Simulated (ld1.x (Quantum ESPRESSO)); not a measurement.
Scattering properties, TM potential for molybdenum

molybdenum (Mo), norm-conserving Troullier–Martins (Kleinman–Bylander form), made with ld1.x (Quantum ESPRESSO) 7.5 (LDA (PZ), fully relativistic). Core [Kr], reference 4d5 5s1 5p0. Waves: 5p (bound, empty): rc 3.25 bohr; 4d (bound): rc 1.75 bohr; 4f channel at 0.05 Ry: rc 3.45 bohr; 5s (bound): rc 2.60 bohr. Local part: the s channel. Core correction: Bessel-smoothed model core inside 1.70 bohr.

Open shells are filled in proportion to 2j + 1 (rel_dist='average').

The phase is arctan(r·u′/u) with u = r·R(r), unwrapped; energies in Ry, scanned from -2 to 5 Ry. A pole is an energy at which the radial function vanishes at the test radius. The pseudo phase is shifted by a multiple of π to meet the all-electron one at the reference energy, and phase errors are pseudo minus all-electron; the curves can meet again beyond the range given. Levels narrower than the energy grid can be missing from the lists of poles.

```json
{"channel": "s", "radius (bohr)": "3.74", "reference energy (Ry)": "-0.32", "poles, all-electron": "0.36, 4.37", "poles, pseudo": "0.35, 3.40", "unbroken range about the reference energy with phases within 0.05 rad": "below 1.3", "phase error 1 Ry above the reference energy (rad)": "-0.009"}
{"channel": "p1/2", "radius (bohr)": "3.74", "reference energy (Ry)": "-0.09", "poles, all-electron": "1.00", "poles, pseudo": "0.96, 4.63", "unbroken range about the reference energy with phases within 0.05 rad": "below 1.8", "phase error 1 Ry above the reference energy (rad)": "-0.010"}
{"channel": "p3/2", "radius (bohr)": "3.74", "reference energy (Ry)": "-0.08", "poles, all-electron": "1.07", "poles, pseudo": "1.01, 4.61", "unbroken range about the reference energy with phases within 0.05 rad": "below 1.8", "phase error 1 Ry above the reference energy (rad)": "-0.012"}
{"channel": "d3/2", "radius (bohr)": "3.74", "reference energy (Ry)": "-0.30", "poles, all-electron": "-0.19, 2.42", "poles, pseudo": "-0.19, 2.87", "unbroken range about the reference energy with phases within 0.05 rad": "below 0.5", "phase error 1 Ry above the reference energy (rad)": "+0.123"}
{"channel": "d5/2", "radius (bohr)": "3.74", "reference energy (Ry)": "-0.28", "poles, all-electron": "-0.17, 2.44", "poles, pseudo": "-0.17, 2.89", "unbroken range about the reference energy with phases within 0.05 rad": "below 0.5", "phase error 1 Ry above the reference energy (rad)": "+0.123"}
{"channel": "f5/2", "radius (bohr)": "3.74", "reference energy (Ry)": "0.05", "poles, all-electron": "1.91, 4.50", "poles, pseudo": "2.02", "unbroken range about the reference energy with phases within 0.05 rad": "below 2.2", "phase error 1 Ry above the reference energy (rad)": "+0.038"}
{"channel": "f7/2", "radius (bohr)": "3.74", "reference energy (Ry)": "0.05", "poles, all-electron": "1.91, 4.50", "poles, pseudo": "2.02", "unbroken range about the reference energy with phases within 0.05 rad": "below 2.2", "phase error 1 Ry above the reference energy (rad)": "+0.039"}
```

Phases in the p1/2 channel:

| E (Ry) | all-electron | pseudo |
| --- | --- | --- |
| -2.00 | 1.366 | 1.364 |
| -1.52 | 1.328 | 1.326 |
| -1.04 | 1.260 | 1.258 |
| -0.56 | 1.090 | 1.088 |
| -0.08 | 0.123 | 0.123 |
| 0.40 | -1.299 | -1.305 |
| 0.88 | -1.538 | -1.548 |
| 1.36 | -1.647 | -1.665 |
| 1.84 | -1.750 | -1.798 |
| 2.32 | -1.950 | -2.203 |
| 2.80 | -3.017 | -4.063 |
| 3.28 | -4.328 | -4.505 |
| 3.76 | -4.548 | -4.619 |
| 4.24 | -4.631 | -4.678 |
| 4.72 | -4.680 | -4.720 |
